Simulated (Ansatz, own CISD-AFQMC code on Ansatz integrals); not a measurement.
C2HNO, SMILES `N#CC=O` (charge 0, multiplicity 1).

Cartesian coordinates (Å):
```xyz
5

N      1.9783     0.2523     0.1875
C      0.8517     0.0876     0.0247
C     -0.5864    -0.0732    -0.2108
O     -1.1989    -1.0209     0.1818
H     -1.0447     0.7543    -0.7786
```
Charge 0, multiplicity 1.

Frozen-core correlation energies in cc-pVDZ at a geometry from PBE0-D3(BJ)/def2-TZVP, on an HF energy of -205.60822 Ha (<S^2> = 0.00, restricted and unstable towards unrestricted orbitals). Wave-function levels are from Ansatz, the walk from an own CISD-AFQMC code on Ansatz integrals (time step 0.005/Ha, trial state from CCSD amplitudes, largest double 0.08).

| level | correlation energy (mHa) |
|---|---|
| MP2 | -582.5 |
| CCSD | -594.7 |
| CCSD(T) | -618.3 |

What correlation energy does phaseless AFQMC give, and where does it lie among these levels?

-620.5 ± 0.4 mHa (one standard error). AFQMC minus each level: MP2 -38.0 mHa, CCSD -25.7 mHa, CCSD(T) -2.1 mHa.
